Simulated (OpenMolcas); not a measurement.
## Fe3+, Ru3+, Os3+: d⁵ down the group

```json
{
 "Program": "OpenMolcas 26.06",
 "Method": "MS-CASPT2, IPEA 0.25 Eh, imaginary shift 0.1 Eh",
 "Basis": "ANO-RCC-VTZP",
 "Scalar Hamiltonian": "DKH2, point nucleus",
 "Spin-orbit coupling": "RASSI with atomic mean-field integrals over the reference wave functions, term energies averaged over their components"
}
```

Active space for each ion: 5 electrons in 10 orbitals (d d); closed shells correlated by CASPT2: Fe3+ 3s 3p; Ru3+ 4s 4p; Os3+ 5s 5p.

Computed levels in cm-1 above ⁶S_5/2:

```csv
Level,Fe3+,Ru3+,Os3+
⁴G_7/2,33560,24190,21580
⁴G_9/2,33600,24350,23420
⁴G_11/2,33610,24320,22790
⁴P_1/2,37240,27510,24790
⁴D_7/2,40260,28720,27520
⁴D_1/2,40300,29500,30870
²I_11/2,49090,35430,32980
²I_13/2,49190,35970,36020
²F_7/2(1),54070,40930,45100
weight of ⁶S in the lowest level (%),100,99,89
```

Mixed levels, with the weight of the term that names them: Ru3+ ⁴P_1/2 (72 %), Ru3+ ⁴D_1/2 (73 %), Ru3+ ²F_7/2(1) (72 %), Os3+ ⁴G_7/2 (69 %), Os3+ ⁴P_1/2 (61 %), Os3+ ⁴D_7/2 (71 %), Os3+ ⁴D_1/2 (65 %), Os3+ ²F_7/2(1) (58 %).

Measured, with the error of the calculation in %. Measured levels: Fe3+ from Corliss and Sugar, J. Phys. Chem. Ref. Data 11, 135 (1982).

```json
{"Level": "⁴G_11/2", "Fe3+": "32246 (+4.2)"}
{"Level": "⁴P_1/2", "Fe3+": "35407 (+5.2)"}
{"Level": "⁴D_7/2", "Fe3+": "38779 (+3.8)"}
{"Level": "⁴D_1/2", "Fe3+": "38897 (+3.6)"}
{"Level": "²F_7/2(1)", "Fe3+": "51394 (+5.2)"}
```

Without spin-orbit coupling ⁴G lies 33590, 24260, 22410 cm-1 above ⁶S in that order; the difference to the level ⁴G_7/2, of either sign, comes from spin-orbit coupling, which also lowers the zero.

CASPT2 breaks the degeneracy within a term, and the mean is taken; among the terms shown or strongly mixed into the levels shown the widest spread is 950 cm-1 (4d⁵ ²I, Ru3+). Active for correlation alone: 4d; no level in the range computed is led by a configuration that fills it, so any true level of that kind is missing (holds for Fe3+). Active for correlation alone: 5d; no level in the range computed is led by a configuration that fills it, so any true level of that kind is missing (holds for Ru3+). Active for correlation alone: 6d; no level in the range computed is led by a configuration that fills it, so any true level of that kind is missing (holds for Os3+). Measured partners are found by configuration, term and J. A level has none where our copy of the source lacks it or the pairing is in doubt (some pairs that miss far off the trend of their configuration count as doubtful), and it then counts in no deviation. Levels of configurations outside the active space are missing.

A number in round brackets counts repeated terms of one configuration in the order of the reference energies.
